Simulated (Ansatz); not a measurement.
Ansatz (a quantum-chemistry and plane-wave program) input for Al(Et)(OH)(NH2) (C₂H₈AlNO), SMILES [OH][Al]([CH2]C)[NH2], PBE-D3(BJ)/def2-SVP. 

Ansatz 0.2 input:
```yaml
crystal:
  periodic: [false, false, false]
  atoms:
    - {symbol: Al, position_ang: [-0.08863168, 0.03743028, 0.53268607]}
    - {symbol: C, position_ang: [0.18271396, -0.96690973, -1.12079571]}
    - {symbol: C, position_ang: [0.36792652, -0.11246462, -2.37654473]}
    - {symbol: H, position_ang: [-0.69674392, -1.62703266, -1.24448089]}
    - {symbol: H, position_ang: [1.03577393, -1.65685109, -0.98985287]}
    - {symbol: H, position_ang: [1.27437737, 0.51162218, -2.31560391]}
    - {symbol: H, position_ang: [-0.47809206, 0.57634518, -2.52619381]}
    - {symbol: H, position_ang: [0.45946423, -0.72423871, -3.28976197]}
    - {symbol: O, position_ang: [-0.95407392, 1.50704564, 0.42212524]}
    - {symbol: H, position_ang: [-1.17226008, 2.11151312, 1.13105679]}
    - {symbol: N, position_ang: [0.51679754, -0.53928031, 2.09963660]}
    - {symbol: H, position_ang: [0.39135712, -0.08966035, 2.99913489]}
    - {symbol: H, position_ang: [1.04950099, -1.39344834, 2.22036737]}
basis:
  gaussian:
    orbitals: def2-SVP
hamiltonian:
  xc: pbe
  dispersion: d3bj
relax: {f_tol: 0.002, max_steps: 200}
```

Program output:

```
[...]
the calculation of the forces begins
reference -12323.69902762 eV, -452.8875859619 hartree; 24, 24 occupied and 90, 90 virtual orbitals, 1288 factors
relax step   3: F+E_penalty+E_count = -12323.92698108 eV  Δ(F+E_penalty+E_count) = -2.494e-3 eV  max|allowed force component| = 4.813e-2 eV/Å  Δτ_max = 0.0096 Å  (32 SCF iters, accepted)
these checks for a lower state are left out or cut short: starts, cluster_reference, orbital_swaps, neighbouring_geometries, increment
integrals: 0.06 GiB planned
1288 factors; their error is unknown
mean field: 0.31 GiB planned
mean field -12323.69922723 eV, -452.8875932973 hartree, gradient 9.5e-6 eV, S^2 0.000000; 0 other end points of the search recorded, 0 dependent functions left out
the calculation of the forces begins
reference -12323.69926854 eV, -452.8875948155 hartree; 24, 24 occupied and 90, 90 virtual orbitals, 1288 factors
relax step   4: F+E_penalty+E_count = -12323.92719953 eV  Δ(F+E_penalty+E_count) = -2.185e-4 eV  max|allowed force component| = 3.496e-2 eV/Å  Δτ_max = 0.0043 Å  (24 SCF iters, accepted)
these checks for a lower state are left out or cut short: starts, cluster_reference, orbital_swaps, neighbouring_geometries, increment
integrals: 0.06 GiB planned
1288 factors; their error is unknown
mean field: 0.31 GiB planned
mean field -12323.69967764 eV, -452.8876098495 hartree, gradient 1.4e-5 eV, S^2 0.000000; 0 other end points of the search recorded, 0 dependent functions left out
the calculation of the forces begins
reference -12323.69971898 eV, -452.8876113689 hartree; 24, 24 occupied and 90, 90 virtual orbitals, 1288 factors
relax step   5: F+E_penalty+E_count = -12323.92769211 eV  Δ(F+E_penalty+E_count) = -4.926e-4 eV  max|allowed force component| = 2.490e-2 eV/Å  Δτ_max = 0.0165 Å  (31 SCF iters, accepted)
these checks for a lower state are left out or cut short: starts, cluster_reference, orbital_swaps, neighbouring_geometries, increment
integrals: 0.06 GiB planned
1288 factors; their error is unknown
mean field: 0.31 GiB planned
mean field -12323.69976607 eV, -452.8876130992 hartree, gradient 1.4e-5 eV, S^2 0.000000; 0 other end points of the search recorded, 0 dependent functions left out
the calculation of the forces begins
reference -12323.69980740 eV, -452.8876146182 hartree; 24, 24 occupied and 90, 90 virtual orbitals, 1288 factors
relax step   6: F+E_penalty+E_count = -12323.92789711 eV  Δ(F+E_penalty+E_count) = -2.050e-4 eV  max|allowed force component| = 8.674e-3 eV/Å  Δτ_max = 0.0132 Å  (31 SCF iters, accepted)
these checks for a lower state are left out or cut short: starts, cluster_reference, orbital_swaps, neighbouring_geometries, increment
integrals: 0.06 GiB planned
1288 factors; their error is unknown
mean field: 0.31 GiB planned
mean field -12323.69983052 eV, -452.8876154680 hartree, gradient 1.4e-5 eV, S^2 0.000000; 0 other end points of the search recorded, 0 dependent functions left out
the calculation of the forces begins
reference -12323.69987187 eV, -452.8876169875 hartree; 24, 24 occupied and 90, 90 virtual orbitals, 1288 factors
relax step   7: F+E_penalty+E_count = -12323.92793694 eV  Δ(F+E_penalty+E_count) = -3.984e-5 eV  max|allowed force component| = 7.737e-3 eV/Å  Δτ_max = 0.0082 Å  (32 SCF iters, accepted)
these checks for a lower state are left out or cut short: starts, cluster_reference, orbital_swaps, neighbouring_geometries, increment
integrals: 0.06 GiB planned
1288 factors; their error is unknown
mean field: 0.31 GiB planned
mean field evaluation 64: about -12323.6999 eV, gradient 9.2e-5 eV
mean field -12323.69990038 eV, -452.8876180351 hartree, gradient 1.5e-5 eV, S^2 0.000000; 0 other end points of the search recorded, 0 dependent functions left out
the calculation of the forces begins
reference -12323.69994175 eV, -452.8876195555 hartree; 24, 24 occupied and 90, 90 virtual orbitals, 1288 factors
relax step   8: F+E_penalty+E_count = -12323.92796780 eV  Δ(F+E_penalty+E_count) = -3.086e-5 eV  max|allowed force component| = 1.084e-2 eV/Å  Δτ_max = 0.0129 Å  (31 SCF iters, accepted)
these checks for a lower state are left out or cut short: starts, cluster_reference, orbital_swaps, neighbouring_geometries, increment
integrals: 0.06 GiB planned
1288 factors; their error is unknown
mean field: 0.31 GiB planned
mean field -12323.69995812 eV, -452.8876201571 hartree, gradient 1.5e-5 eV, S^2 0.000000; 0 other end points of the search recorded, 0 dependent functions left out
the calculation of the forces begins
reference -12323.69999953 eV, -452.8876216789 hartree; 24, 24 occupied and 90, 90 virtual orbitals, 1288 factors
relax step   9: F+E_penalty+E_count = -12323.92799277 eV  Δ(F+E_penalty+E_count) = -2.496e-5 eV  max|allowed force component| = 6.546e-3 eV/Å  Δτ_max = 0.0167 Å  (31 SCF iters, accepted)
these checks for a lower state are left out or cut short: starts, cluster_reference, orbital_swaps, neighbouring_geometries, increment
integrals: 0.06 GiB planned
1288 factors; their error is unknown
mean field: 0.31 GiB planned
mean field -12323.70001370 eV, -452.8876221997 hartree, gradient 1.4e-5 eV, S^2 0.000000; 0 other end points of the search recorded, 0 dependent functions left out
the calculation of the forces begins
reference -12323.70005515 eV, -452.8876237227 hartree; 24, 24 occupied and 90, 90 virtual orbitals, 1288 factors
relax step  10: F+E_penalty+E_count = -12323.92802468 eV  Δ(F+E_penalty+E_count) = -3.191e-5 eV  max|allowed force component| = 7.287e-3 eV/Å  Δτ_max = 0.0163 Å  (31 SCF iters, accepted)
these checks for a lower state are left out or cut short: starts, cluster_reference, orbital_swaps, neighbouring_geometries, increment
integrals: 0.06 GiB planned
1288 factors; their error is unknown
mean field: 0.31 GiB planned
mean field -12323.70004028 eV, -452.8876231764 hartree, gradient 1.4e-5 eV, S^2 0.000000; 0 other end points of the search recorded, 0 dependent functions left out
the calculation of the forces begins
reference -12323.70008176 eV, -452.8876247007 hartree; 24, 24 occupied and 90, 90 virtual orbitals, 1288 factors
relax step  11: F+E_penalty+E_count = -12323.92804565 eV  Δ(F+E_penalty+E_count) = -2.097e-5 eV  max|allowed force component| = 1.003e-2 eV/Å  Δτ_max = 0.0167 Å  (31 SCF iters, accepted)
these checks for a lower state are left out or cut short: starts, cluster_reference, orbital_swaps, neighbouring_geometries, increment
integrals: 0.06 GiB planned
1288 factors; their error is unknown
mean field: 0.31 GiB planned
mean field -12323.70004964 eV, -452.8876235203 hartree, gradient 1.4e-5 eV, S^2 0.000000; 0 other end points of the search recorded, 0 dependent functions left out
the calculation of the forces begins
reference -12323.70009113 eV, -452.8876250452 hartree; 24, 24 occupied and 90, 90 virtual orbitals, 1288 factors
relax step  12: F+E_penalty+E_count = -12323.92805403 eV  Δ(F+E_penalty+E_count) = -8.380e-6 eV  max|allowed force component| = 7.052e-3 eV/Å  Δτ_max = 0.0069 Å  (32 SCF iters, accepted)
these checks for a lower state are left out or cut short: starts, cluster_reference, orbital_swaps, neighbouring_geometries, increment
integrals: 0.06 GiB planned
1288 factors; their error is unknown
mean field: 0.31 GiB planned
mean field evaluation 96: about -12323.7541 eV, gradient 2.6e-1 eV
mean field -12323.70004515 eV, -452.8876233554 hartree, gradient 7.3e-6 eV, S^2 0.000000; 0 other end points of the search recorded, 0 dependent functions left out
the calculation of the forces begins
reference -12323.70008664 eV, -452.8876248801 hartree; 24, 24 occupied and 90, 90 virtual orbitals, 1288 factors
relax step  13: F+E_penalty+E_count = -12323.92806061 eV  Δ(F+E_penalty+E_count) = -6.584e-6 eV  max|allowed force component| = 4.972e-3 eV/Å  Δτ_max = 0.0022 Å  (24 SCF iters, accepted)
these checks for a lower state are left out or cut short: starts, cluster_reference, orbital_swaps, neighbouring_geometries, increment
integrals: 0.06 GiB planned
1288 factors; their error is unknown
mean field: 0.31 GiB planned
mean field -12323.70004076 eV, -452.8876231939 hartree, gradient 1.6e-5 eV, S^2 0.000000; 0 other end points of the search recorded, 0 dependent functions left out
the calculation of the forces begins
reference -12323.70008225 eV, -452.8876247186 hartree; 24, 24 occupied and 90, 90 virtual orbitals, 1288 factors
relax step  14: F+E_penalty+E_count = -12323.92806468 eV  Δ(F+E_penalty+E_count) = -4.072e-6 eV  max|allowed force component| = 2.120e-3 eV/Å  Δτ_max = 0.0006 Å  (22 SCF iters, accepted)
these checks for a lower state are left out or cut short: starts, cluster_reference, orbital_swaps, neighbouring_geometries, increment
integrals: 0.06 GiB planned
1288 factors; their error is unknown
mean field: 0.31 GiB planned
mean field -12323.70003749 eV, -452.8876230737 hartree, gradient 7.4e-6 eV, S^2 0.000000; 0 other end points of the search recorded, 0 dependent functions left out
the calculation of the forces begins
reference -12323.70007898 eV, -452.8876245984 hartree; 24, 24 occupied and 90, 90 virtual orbitals, 1288 factors
relax step  15: F+E_penalty+E_count = -12323.92806525 eV  Δ(F+E_penalty+E_count) = -5.677e-7 eV  max|allowed force component| = 2.085e-3 eV/Å  Δτ_max = 0.0008 Å  (22 SCF iters, accepted)
these checks for a lower state are left out or cut short: starts, cluster_reference, orbital_swaps, neighbouring_geometries, increment
integrals: 0.06 GiB planned
1288 factors; their error is unknown
mean field: 0.31 GiB planned
mean field -12323.70003710 eV, -452.8876230594 hartree, gradient 7.6e-6 eV, S^2 0.000000; 0 other end points of the search recorded, 0 dependent functions left out
the calculation of the forces begins
reference -12323.70007859 eV, -452.8876245843 hartree; 24, 24 occupied and 90, 90 virtual orbitals, 1288 factors
relax step  16: F+E_penalty+E_count = -12323.92806562 eV  Δ(F+E_penalty+E_count) = -3.722e-7 eV  max|allowed force component| = 3.385e-4 eV/Å  Δτ_max = 0.0015 Å  (23 SCF iters, accepted)
integrals: 0.06 GiB planned
1288 factors; their error is unknown
mean field: 0.31 GiB planned
mean field evaluation 128: about -12323.7543 eV, gradient 2.4e-1 eV
mean field -12323.70003710 eV, -452.8876230594 hartree, gradient 7.6e-6 eV, S^2 0.000000; 1 other end points of the search recorded, 0 dependent functions left out
the calculation of the forces begins
reference -12323.70007859 eV, -452.8876245843 hartree; 24, 24 occupied and 90, 90 virtual orbitals, 1288 factors
Total energy: -12323.92810712 eV, -452.8960044780 hartree
Atom 0 at    -0.118561     0.031596     0.534987 Å, force    -0.000095    -0.000011    -0.000274 eV/Å
Atom 1 at     0.137058    -0.978375    -1.130710 Å, force     0.000250     0.000149     0.000338 eV/Å
Atom 2 at     0.406246    -0.113663    -2.375245 Å, force    -0.000202     0.000050     0.000081 eV/Å
Atom 3 at    -0.783652    -1.586707    -1.285668 Å, force     0.000032     0.000057    -0.000115 eV/Å
Atom 4 at     0.950623    -1.723582    -0.985411 Å, force    -0.000140     0.000045     0.000064 eV/Å
Atom 5 at     1.352131     0.460416    -2.281249 Å, force    -0.000034    -0.000121     0.000026 eV/Å
Atom 6 at    -0.400676     0.629926    -2.538471 Å, force     0.000054    -0.000049    -0.000073 eV/Å
Atom 7 at     0.487637    -0.720538    -3.302882 Å, force     0.000041     0.000008    -0.000057 eV/Å
Atom 8 at    -1.046763     1.482935     0.426163 Å, force    -0.000085    -0.000000    -0.000321 eV/Å
Atom 9 at    -1.243223     2.071016     1.170164 Å, force     0.000100    -0.000103     0.000268 eV/Å
Atom 10 at     0.562257    -0.510948     2.097578 Å, force    -0.000006     0.000015    -0.000025 eV/Å
Atom 11 at     0.453458    -0.054660     3.005657 Å, force     0.000117    -0.000129    -0.000012 eV/Å
Atom 12 at     1.131575    -1.353345     2.206860 Å, force    -0.000033     0.000089     0.000100 eV/Å
Dipole moment:     0.116927    -0.066415     0.417942 e Å
```

The run converged.

Cost: very roughly 90 core-seconds.
